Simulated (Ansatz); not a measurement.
A run for Ansatz (a quantum-chemistry and plane-wave program): U-CCSD(T)/cc-pVTZ on CH2 (SMILES [CH2]).

Ansatz 0.2 input:
```yaml
crystal:
  periodic: [false, false, false]
  atoms:
    - {symbol: C, position_ang: [0.00000000, -0.00000000, -0.27499475]}
    - {symbol: H, position_ang: [0.99624999, 0.00000000, 0.13749737]}
    - {symbol: H, position_ang: [-0.99624999, -0.00000000, 0.13749737]}
basis:
  gaussian:
    orbitals: cc-pVTZ
magnetization: {spin_polarized: true, initial_magnetization: 2}
correlation: {method: ccsd_t, electrons: outside_noble_gas}
scf: {omitted_lower_state_checks: [cluster_reference]}
```

The log:

```
WARN ansatz: RAYON_NUM_THREADS=1 ignored (pool sized by the plan → 1); use --threads N
Functional definition: HF
these checks for a lower state are left out or cut short: cluster_reference
integrals: 0.03 GiB planned
324 factors; integrals over basis functions are off by at most 1.2e-3 eV
mean field: 0.08 GiB planned
mean field evaluation 1: about -1058.8670 eV, gradient 9.1e0 eV
mean field evaluation 2: about -1058.8672 eV, gradient 9.1e0 eV
mean field evaluation 4: about -1059.5279 eV, gradient 1.1e0 eV
mean field evaluation 8: about -1059.5459 eV, gradient 2.6e-4 eV
mean field -1059.54586722 eV, -38.9375924343 hartree, gradient 1.0e-6 eV, S^2 2.016789; 0 other end points of the search recorded, 0 dependent functions left out
1 core orbitals not correlated
reference -1059.54586722 eV, -38.9375924343 hartree; 4, 2 occupied and 53, 55 virtual orbitals, 324 factors
second order -3.20494611 eV of doubles, -0.00000000 eV of singles
coupled cluster: 0.13 GiB planned
cycle   1  -3.58389478 eV  change   -3.8e-1 eV  update   3.8e-2
cycle   2  -3.71135751 eV  change   -1.3e-1 eV  update   1.5e-2
cycle   3  -3.72268700 eV  change   -1.1e-2 eV  update   5.2e-3
cycle   4  -3.72314424 eV  change   -4.6e-4 eV  update   1.6e-3
cycle   5  -3.72337290 eV  change   -2.3e-4 eV  update   5.1e-4
cycle   6  -3.72347792 eV  change   -1.1e-4 eV  update   1.7e-4
cycle   7  -3.72349587 eV  change   -1.8e-5 eV  update   5.9e-5
cycle   8  -3.72349243 eV  change    3.4e-6 eV  update   1.8e-5
cycle   9  -3.72349056 eV  change    1.9e-6 eV  update   5.0e-6
perturbative correction -0.09239999 eV, -0.0033956368 hartree
Total energy: -1063.36175776 eV, -39.0778238253 hartree
Checks for a lower state left out: cluster_reference
```

Self-consistency was reached.

Cost: around 1.3 core-seconds (rough).
